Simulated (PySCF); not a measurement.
Consider `CC#C[SiH2][AsH][SiH3]` (C3H9AsSi2). Coordinates in Å; atoms count from 1 in this order:
```
C     2.7284   -1.4050   -0.4201
C     1.7652   -0.3142   -0.4351
C     0.9578    0.6003   -0.4541
Si   -0.3211    1.9011   -0.4026
As   -1.5804    1.5217    1.5891
Si   -2.1151   -0.7190    0.9624
H     3.0423   -1.6707   -1.4430
H     2.2972   -2.3064    0.0460
H     3.6310   -1.1288    0.1494
H     0.3106    3.2499   -0.3433
H    -1.1720    1.8187   -1.6240
H    -2.8710    2.0822    0.9838
H    -3.3608   -1.1198    1.6799
H    -0.9973   -1.6005    1.4015
H    -2.3246   -0.8899   -0.5053
```

These are calculated values, B3LYP-D3(BJ)/ma-def2-SVP in PySCF (grid level 2) at geometries from B3LYP-D3(BJ)/def2-SVP. Thermal corrections: GFN2-xTB frequencies, unscaled, ideal gas at 298.15 K and 1 bar, quasi-RRHO entropy. These were taken at the GFN2-xTB minima.

Task: What are the vertical and the adiabatic ionisation energy for forming the radical cation?

Result: 8.79 eV vertical and 8.07 eV adiabatic, the latter with zero-point energy.

Task: Where does the unpaired spin of the relaxed radical cation sit?

Result: As5 (arsenic) 0.79, C2 (alkyne carbon) 0.15 (intrinsic atomic orbital populations).

Task: What oxidation potential follows in acetonitrile (IEF-PCM), given that Fc+/Fc comes at 4.45 V absolute with this functional and basis?

Result: In the gas phase ΔG of oxidation is 8.018 eV, and solvation is -10.5 kJ/mol for the parent and -196.7 kJ/mol for the product, so the absolute potential is 6.09 V, or 1.64 V against Fc+/Fc. Fc+/Fc in acetonitrile, 4.45 V, is B3LYP-D3(BJ)/ma-def2-SVP on PBE0-D3(BJ)/def2-SVP structures with GFN2-xTB thermal terms (carried over from another solvent by the shift found with PBE0). Benchmark calculations put it near 5.0 V in acetonitrile and DMSO, so it is about 0.6 V low, and the value against it can read up to that much too high. The solvent is electrostatics only, on gas-phase structures; the absolute scale refers to an electron at rest in vacuum.

Task: How far is −ε(HOMO) from the vertical value by ΔSCF?

Result: −ε(HOMO) = 6.93 eV, which is 1.86 eV below the ΔSCF value.

Known limits: ma-def2-SVP is a small basis, whose errors can reach tens of kJ/mol; spin-orbit coupling is left out of the energies, which matters for open shells on the heavier atoms; atoms from Ga to Kr are treated without relativity; the run met its time limit, so the list is incomplete.
